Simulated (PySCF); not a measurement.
First SCF of a structure search on singlet GeCl₄, at a hand-made tetrahedral geometry. PySCF input:

```python
from pyscf import gto, scf, dft
mol = gto.M(atom='''
Ge     0.000000     0.000000     0.000000
Cl    -1.270000    -1.270250    -1.270250
Cl    -1.270000     1.270250     1.270250
Cl     1.270000    -1.270250     1.270250
Cl     1.270000     1.270250    -1.270250''',
    basis={'Ge': 'def2-TZVP', 'Cl': 'def2-TZVP'},
    charge=0, spin=0)
mf = dft.RKS(mol, xc='PBE0')
mf.grids.atom_grid = (50, 194)
aux = {'Ge': 'def2-universal-JKFIT', 'Cl': 'def2-universal-JKFIT'}
mf = mf.density_fit(auxbasis=aux)
mf.conv_tol = 1e-08
mf.diis_space = 10
mf.max_cycle = 60
mf.init_guess = 'minao'
mf.verbose = 4
mf.kernel()
```

Excerpt of the output (cycles and frontier levels):

```
init E= -3916.81951445985
  HOMO = -0.37056391328616  LUMO = -0.136647341146869  gap/eV = 6.36519
cycle= 1 E= -3917.03438486053  delta_E= -0.215  |g|= 0.918  |ddm|= 2.14
  HOMO = -0.349724801454534  LUMO = -0.172563438579292  gap/eV = 4.82081
cycle= 2 E= -3916.80963579652  delta_E= 0.225  |g|= 1.47  |ddm|= 1.54
  HOMO = -0.35112345241398  LUMO = -0.117593873135984  gap/eV = 6.35466
cycle= 3 E= -3917.163684096  delta_E= -0.354  |g|= 0.108  |ddm|=    1
  HOMO = -0.357550801125492  LUMO = -0.126340347891009  gap/eV = 6.29156
cycle= 4 E= -3917.16549998774  delta_E= -0.00182  |g|= 0.0462  |ddm|= 0.0982
  HOMO = -0.356660625821423  LUMO = -0.122278909287925  gap/eV = 6.37785
cycle= 5 E= -3917.16610337276  delta_E= -0.000603  |g|= 0.00366  |ddm|= 0.0411
  HOMO = -0.356336865559782  LUMO = -0.122121425600604  gap/eV = 6.37333
cycle= 6 E= -3917.16610705813  delta_E= -3.69e-06  |g|= 0.00118  |ddm|= 0.00413
  HOMO = -0.35646293500724  LUMO = -0.122212802631214  gap/eV = 6.37427
cycle= 7 E= -3917.1661072903  delta_E= -2.32e-07  |g|= 0.000114  |ddm|= 0.000935
  HOMO = -0.356461483295769  LUMO = -0.122210033674335  gap/eV = 6.37431
cycle= 8 E= -3917.16610729349  delta_E= -3.19e-09  |g|= 1.25e-05  |ddm|= 0.000103
  HOMO = -0.356462856658708  LUMO = -0.122213136273135  gap/eV = 6.37426
Extra cycle  E= -3917.16610729347  delta_E= 2e-11  |g|= 2.12e-05  |ddm|= 3.01e-05
converged SCF energy = -3917.16610729347
```

No lower solution of this spin was found by a stability analysis within the restricted form, which does not test spin polarisation.

The search for the lowest solution, with the stability check, took 34 s on 4 threads of a shared Arm Neoverse V1 host, with 196 basis functions; the process peaked at 0.66 GiB. Launch command: `OMP_NUM_THREADS=4 python axn.py task.json out`.
